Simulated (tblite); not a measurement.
F2Sr, singlet, geometry from GFN2-xTB (such geometries of metal compounds can be far from the true shape); GFN1-xTB run with tblite 0.6.0.

Input for tblite:
```
$ tblite run mol.xyz --method gfn1 --charge 0 --spin 0 --efield 0,0,0.1 --json tblite.json --no-restart

# file mol.xyz
3

Sr    -0.41021296    -0.09466902    -0.03657170
F      0.68751268     1.35864233    -0.92031756
F      1.04449760    -0.95892868     1.07473142
```

**Question.** Predict the main parts of the log of this tblite run.

**Answer.** 
```
xTB calculator
 | screened Coulomb repulsion
 | Coulomb electrostatics
 |  * isotropic Klopman-Ohno-Mataga-Nishimoto electrostatics
 |  * onsite third-order electrostatics
 | DFT-D3(BJ) dispersion correction
 | Interactions (1)
 | [1] electric field

halogen bonding energy    0.0000000000000E+00 Eh
repulsion energy          9.4632981813333E-03 Eh
dispersion energy        -3.0106570670430E-04 Eh
interaction energy        0.0000000000000E+00 Eh
number of electrons       1.6000000000000E+01 e
integral cutoff           4.0000000000000E+01 bohr

------------------------------------------------------------
  cycle        total energy    energy error   density error
------------------------------------------------------------
      1     -10.62777799253  -1.0636940E+01   6.0654414E-01
      2     -10.87347277121  -2.4569478E-01   3.9563800E-01
      3     -10.76346985109   1.1000292E-01   3.7472554E-01
      4     -10.60209573087   1.6137412E-01   5.0899089E-01
      5     -10.84737164806  -2.4527592E-01   1.8680453E-01
      6     -10.88672830201  -3.9356654E-02   1.2586955E-01
      7     -10.90133700457  -1.4608703E-02   1.0634315E-01
      8     -10.92452150274  -2.3184498E-02   4.3772652E-02
      9     -10.92842092074  -3.8994180E-03   2.6753832E-02
     10     -10.92987890300  -1.4579823E-03   1.8269368E-02
     11     -10.93070674159  -8.2783859E-04   6.2297843E-03
     12     -10.93076803050  -6.1288913E-05   3.2119056E-03
     13     -10.93079302823  -2.4997732E-05   5.1024934E-04
     14     -10.93079371145  -6.8322121E-07   1.2777988E-04
     15     -10.93079374436  -3.2907961E-08   5.7544177E-05
     16     -10.93079375155  -7.1904722E-09   2.7364860E-05
     17     -10.93079375376  -2.2065727E-09   1.1754047E-06
------------------------------------------------------------

electronic energy        -1.0939955986231E+01 Eh
total energy             -1.0930793753757E+01 Eh

Post processing:
 | Mayer-Wiberg bond orders

[Info] JSON dump of results written to 'tblite.json'
```
